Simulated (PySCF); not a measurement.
p-cresol (C7H8O), SMILES Cc1ccc(O)cc1.

Coordinates come from a ωB97X-D3(BJ)/def2-SVP optimisation. Other conformers were not sampled.

Level of theory: CAM-B3LYP/def2-TZVP run with PySCF.

Isolated molecule, no solvent.

| Quantity | Value |
|---|---|
| total energy | -346.73462 hartree |
| point group | Cs |
| highest occupied level | -7.46 eV |
| lowest empty level | 0.79 eV |
| orbital gap | 8.25 eV |
| dipole moment | 1.33 D |
| quadrupole, principal values (traceless, Buckingham form, about the centre of nuclear charge) | -8.03, -3.80, 11.83 D·Å |
